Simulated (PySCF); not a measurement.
Ionising RbMg

PBE0; basis Rb def2-SVPD with ECP28, Mg def2-SVPD; scalar-relativistic core potentials; PySCF 2.14. Neutral (UKS): doublet (σ ↑), Re = 4.125 Å, ωe = 68.4 cm⁻¹, De = 0.15 eV, HOMO -2.86 eV, LUMO -1.38 eV.

RbMg⁺ (UKS): singlet (closed shell), Re = 3.969 Å, ωe = 83.4 cm⁻¹, De = 0.29 eV to Rb⁺ + Mg. The energies at the minima are -223.97679 hartree for RbMg and -223.82740 for RbMg⁺.

**Question.** Work out the adiabatic ionisation energy, without and with harmonic zero-point energies (1 hartree = 27.2114 eV, 1 eV = 8065.5 cm⁻¹), and the change of the bond length.

**Answer.** At PBE0: 0.14939 hartree = 4.065 eV between the minima; the zero-point term (83.4 − 68.4)/2 cm⁻¹ = +0.001 eV makes it 4.066 eV. Re changes by -15.6 pm against the neutral. The electron leaves a σ orbital, and the shorter bond of the ion fits an antibonding orbital, or a change in how ionic the bond is.

RbMg⁻ (UKS): singlet (closed shell), Re = 4.479 Å, ωe = 52.1 cm⁻¹, De = 0.25 eV to Rb⁻ + Mg. The energies at the minima are -223.97679 hartree for RbMg and -223.99698 for RbMg⁻.

**Question.** Work out the adiabatic electron affinity, without and with harmonic zero-point energies (1 hartree = 27.2114 eV, 1 eV = 8065.5 cm⁻¹), and the change of the bond length.

**Answer.** At PBE0: 0.02019 hartree = 0.549 eV between the minima; the zero-point term (68.4 − 52.1)/2 cm⁻¹ = +0.001 eV makes it 0.550 eV. Re changes by +35.4 pm against the neutral. The electron enters a σ orbital; the charge polarises the partner, so the anion is bound more strongly.

Closed-shell solutions of metal pairs were not tested for spin polarisation, which can lower them a little. Weak bonds: RbMg, RbMg⁺, RbMg⁻. Basis-set superposition, not corrected here, can be much of De in a small basis, most of all at correlated wavefunction levels. For an ion De counts to the pair picked by the measured ionisation energies or electron affinities, which need not be the lowest pair at this level. The highest Kohn–Sham level is positive in this anion. Much of that is self-interaction error, but it also means that the finite basis helps to hold the extra electron. States were picked by a PBE0 search and need not be the measured ground states.
